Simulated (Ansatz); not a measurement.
Consider the redistribution: `[CH3][In]([F])[SH]` + `[SH][GeH2][Cl]` → `[F][In]([SH])[SH]` + `[CH3][GeH2][Cl]`.

Computed with Ansatz on PBE0-D4/def2-TZVP structures; ΔE is electronic, products minus reactants. CBS: MP2 limit from def2 TZ/QZ plus the TZ coupled-cluster correction, frozen cores. DFT in def2-TZVPP. B3LYP here is the variant with VWN-RPA as its local correlation; programs differ in this. HSE06 is defined as in plane-wave codes. Elements past krypton have def2 core potentials. For Ge, In outer-core shells are correlated without core-valence functions, which leaves a few kJ/mol of doubt a bond. Scalar relativity is left out up to krypton. One conformer a species, not always the lowest.

| level | ΔE (kJ/mol) | difference from CCSD(T)/CBS |
| --- | --- | --- |
| LDA (SPW92) | -32.7 | 7.3 |
| PBE-D4 | -33.4 | 6.6 |
| revPBE-D4 | -33.6 | 6.4 |
| BLYP-D4 | -33.6 | 6.4 |
| r2SCAN-D4 | -37.5 | 2.5 |
| B97M-V | -41.5 | -1.5 |
| PBE0-D4 | -37.1 | 2.9 |
| B3LYP-D4 | -36.6 | 3.4 |
| r2SCANh-D4 | -38.2 | 1.8 |
| r2SCAN0-D4 | -39.4 | 0.6 |
| HSE06-D4 | -37.1 | 2.9 |
| BHLYP-D4 | -41.1 | -1.1 |
| CAM-B3LYP-D4 | -38.3 | 1.7 |
| ωB97M-V | -37.8 | 2.2 |
| B2PLYP | -37.9 | 2.1 |
| PBE-QIDH | -39.5 | 0.5 |
| PBE | -33.3 | 6.7 |
| revPBE | -33.5 | 6.5 |
| BLYP | -33.8 | 6.2 |
| r2SCAN | -37.4 | 2.6 |
| PBE0 | -37.1 | 2.9 |
| B3LYP | -36.7 | 3.3 |
| r2SCANh | -38.1 | 1.9 |
| r2SCAN0 | -39.3 | 0.7 |
| HSE06 | -37.0 | 3.0 |
| BHLYP | -41.2 | -1.2 |
| CAM-B3LYP | -38.3 | 1.7 |
| LC-ωPBE | -38.9 | 1.1 |
| RPA@PBE/def2-TZVPP | -38.1 | 1.9 |
| CCSD/def2-SVP | -44.3 | -4.3 |
| CCSD(T)/def2-SVP | -43.5 | -3.5 |
| MP2/def2-TZVPP | -37.6 | 2.4 |
| SCS-MP2/def2-TZVPP | -38.5 | 1.5 |
| CCSD/def2-TZVPP | -39.9 | 0.1 |
| CCSD(T)/def2-TZVPP | -38.8 | 1.2 |
| MP2/def2-QZVPP | -38.2 | 1.8 |
| SCS-MP2/def2-QZVPP | -39.2 | 0.8 |
| HF/CBS(def2) | -48.1 | -8.1 |
| MP2/CBS(def2) | -38.8 | 1.2 |
| CCSD/CBS(def2) | -41.1 | -1.1 |
| CCSD(T)/CBS | -40.0 | 0 |

Largest T1 diagnostic among the species: 0.015.

Leaving LDA and LC-ωPBE aside and taking each functional with its dispersion term where it has one, the values spread over 8.1 kJ/mol, from B97M-V to PBE-D4. From PBE to PBE0 (25 % exact exchange), in def2-TZVPP and without D4, ΔE moves by −3.7 kJ/mol.

CCSD(T)/CBS has its own doubt, a few kJ/mol and more with outer-core shells, so smaller differences from it don't rank the levels.
